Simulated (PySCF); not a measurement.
# Energy of Mn²⁺ (manganese, charge +2) between two integer charges

The 3d alpha orbital of [Ar] 3d5 is emptied in steps (occupation f), with all orbitals relaxed, ending at [Ar] 3d4. Calculation: PySCF 2.14, in def2-TZVPPD (6s6p4d2f1g, 67 functions); the non-relativistic Hamiltonian (point nucleus). The exact energy is a straight line in f; departures are measured from the line between the end points of the same method.

Among PBE0, r2SCAN, LC-wPBE, which shows the largest delocalisation error (convex curve), and which is closest to linear?

Most convex: r2SCAN (-1.943 eV at f = 0.5); closest to linear: LC-wPBE (-0.777 eV).

| f | PBE0 (eV) | r2SCAN (eV) | LC-wPBE (eV) |
| --- | --- | --- | --- |
| 1 | 0.000 | 0.000 | 0.000 |
| 0.75 | -1.068 | -1.452 | -0.573 |
| 0.5 | -1.436 | -1.943 | -0.777 |
| 0.25 | -1.085 | -1.459 | -0.592 |
| 0 | 0.000 | 0.000 | 0.000 |

```csv
method,E(f=0) − E(f=1) (eV),−ε at f=1 (eV),−ε at f=0.5 (eV)
PBE0,34.075,28.434,34.027
r2SCAN,34.053,26.349,34.036
LC-wPBE,34.117,31.118,34.066
```

Reference removal energy between the ground levels: 33.668 ± 0.012 eV (measured; NIST Atomic Spectra Database, ionization energies). The calculation has no spin-orbit coupling. The determinant left behind need not be the lowest term of the ion.
